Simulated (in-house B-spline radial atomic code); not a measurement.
Results of a calculation; reference values are marked as such.
**Correlation energy from the adiabatic connection: −Z/r, Z = 6.26, wall at 1.13 bohr**

Two electrons in a singlet, external potential −Z/r, Z = 6.26, wall at 1.13 bohr (atomic units). Full CI in B-splines (partial waves to l = 8, correlation up to 0.6 % small) with the density held fixed gives W(λ) = <V_ee>_λ − U, and E_c is the integral of W(λ) − W(0) from 0 to 1.

| λ | W(λ) − W(0) (hartree) |
| --- | --- |
| 0 | 0.00000 |
| 0.02 | -0.00187 |
| 0.05 | -0.00466 |
| 0.12 | -0.01113 |
| 0.25 | -0.02301 |
| 0.4 | -0.03648 |
| 0.6 | -0.05406 |
| 0.8 | -0.07123 |
| 1 | -0.08799 |

**Question.** Integrate the table by the trapezoid rule.

**Answer.** The strips give -0.00002, -0.00010, -0.00055, -0.00222, -0.00446, -0.00905, -0.01253, -0.01592, which sum to -0.04486 hartree. The direct value, W(1) − W(0) + T_c with T_c = 0.04311, is -0.04488; the curve is convex, so chords lie above it and the trapezoids fall short in size by 0.06 %.

**Question.** Now use only three numbers: W(0) = -3.7047, the initial slope W'(0) = -0.09344 (extrapolated from the first points) and the strong-coupling limit of the point-charge-plus-continuum model, W∞ = -5.22. What do second-order theory and the interpolation W(λ) = W∞ + (W(0) − W∞)/√(1 + 2χλ) of Seidl, Perdew and Levy give?

**Answer.** Second order keeps the slope alone: E_c = W'(0)/2 = -0.04672, +4 % in size against -0.04488. Matching the slope fixes χ = W'(0)/(W∞ − W(0)) = -0.09344/(-1.51530) = 0.06166. Integrating, with s = √(1 + 2χ) = 1.059872, E_c = −(W(0) − W∞)(s − 1)/(s + 1) = −1.51530 × 0.059872/2.059872 = -0.04404 hartree, -1.9 % in size against the full result. At λ = 1 the formula gives W − W(0) = -0.08560 against -0.08799. Part of the miss can come from the model's W∞.
